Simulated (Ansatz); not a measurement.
The cluster K₃Br₃⁻, relaxed as a doublet with UKS PBE-D4/def2-SVPD in Ansatz, starting from the GFN1-xTB geometry. Force threshold 0.02 eV/Å.

The highest occupied level of the charge -1 doublet lies above zero (up to 0.43 eV). It is a level of α spin, whose loss leaves a singlet; that state wasn't run at this geometry and level. The electron is either unbound and held by the finite basis, or the level is raised by self-interaction error. The relaxation made no stability test and no search for a lower SCF solution. Another isomer (doublet) lies 0.25 eV lower at PBE0-D4/def2-TZVPD; other spin states weren't run for this one.

Start:

```tsv
atom	x (Å)	y (Å)	z (Å)
K1	-1.678	0.315	1.445
K2	0.324	1.814	-1.257
K3	-0.401	-1.798	-1.299
Br4	2.157	-0.429	-2.210
Br5	0.277	2.641	1.672
Br6	-0.679	-2.542	1.649
```

(1) Estimate the energy that the relaxation releases and the steps that it takes.

(2) Does the start keep its bonding and symmetry?

(3) Predict the relaxed structure.

## Answers

(1) 0.31 eV, in 6 steps; 39 s on 4 threads of Arm Neoverse V2 on a shared host. No frequencies were taken in this run, so the end may be a saddle point.

(2) By distances, no bond broke or formed. The bond that changes most is K1–Br6, from 3.03 to 3.13 Å (atoms count from 1). Point group Cs at the start, C3v at the end, both within 0.05 Å; within 0.015 Å the end is Cs.

(3) 
Cartesian coordinates in Å:
```
K -1.621 0.307 1.869
K 0.691 2.036 -1.257
K -0.131 -2.141 -1.281
Br 2.096 -0.400 -2.639
Br 0.026 2.966 1.661
Br -1.062 -2.768 1.646
```
Bond lengths (bridged metal pairs left out): 6 × Br–K 3.13 to 3.14 Å.
